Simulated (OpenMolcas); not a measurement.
Ionisation energies of titanium

```json
{
  "Program": "OpenMolcas",
  "Basis": "ANO-R2 [6s5p4d2f1g]",
  "Scalar Hamiltonian": "X2C, finite nucleus",
  "Spin-orbit coupling": "RASSI with atomic mean-field integrals over the reference wave functions, term energies averaged over their components"
}
```

Active shells in each charge state: the valence d, s shells, with orbitals averaged over the low states. Where CASPT2's correlated closed shells are named, they are those of the first ion.

A. CASSCF
B. MS-CASPT2, IPEA 0.25 Eh, imaginary shift 0.1 Eh (closed shells correlated: 3s 3p)
C. SS-CASPT2, IPEA 0.25 Eh, imaginary shift 0.1 Eh (closed shells correlated: 3s 3p)
D. SS-CASPT2, IPEA 0.25 Eh, imaginary shift 0.1 Eh (closed shells correlated: 2s 2p 3s 3p)
E. MS-CASPT2, IPEA 0.25 Eh, imaginary shift 0.1 Eh (closed shells correlated: 2s 2p 3s 3p)

Energies in eV between the lowest computed levels, named as in B; reference values from the NIST Atomic Spectra Database with their kind.

| From | To | A | B | C | D | E | Spin-orbit share in B | Reference |
| --- | --- | --- | --- | --- | --- | --- | --- | --- |
| Ti 3d2 4s2 3F2 | Ti+ 3d2 4s 4F 3/2 | 5.072 | 6.611 | 6.611 | 6.612 | 6.612 | -0.003 | 6.828 (measured) |
| Ti+ 3d2 4s 4F 3/2 | Ti2+ 3d2 3F2 | 12.711 | 13.694 | 13.694 | 13.698 | 13.698 | -0.004 | 13.575 (measured) |

Other lowest levels: A, Ti 3d3 4s 5F1 to 3d2 4s 4F 3/2.

Error against the reference values, in %:

| From | Reference | A | B | C | D | E |
| --- | --- | --- | --- | --- | --- | --- |
| Ti | measured | -25.7 | -3.2 | -3.2 | -3.2 | -3.2 |
| Ti+ | measured | -6.4 | +0.9 | +0.9 | +0.9 | +0.9 |

Mean absolute error over the 2 measured values: A 1.31 eV, B 0.17 eV, C 0.17 eV, D 0.17 eV, E 0.17 eV.

The lowest level within the active space need not be the ion's true ground level.
